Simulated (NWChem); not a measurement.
C₃H₃NO₂; SMILES N=c1occo1

Results from NWChem. Structure relaxed at the PBE0/def2-SVP level. Ions are spin-unrestricted doublets at the neutral geometry; other ion states weren't tried. Functional: LC-ωPBE (HJS hole) with def2-SVP; rows give the range parameter ω in 1/bohr.

```tsv
range parameter (1/bohr)	vertical ionisation energy, ΔSCF (eV)	−ε(HOMO) (eV)	ΔSCF minus −ε(HOMO) (eV)
0.15	8.73	7.37	1.36
0.20	8.81	7.89	0.92
0.25	8.89	8.31	0.58
0.30	8.97	8.66	0.31
0.35	9.05	8.95	0.10
```
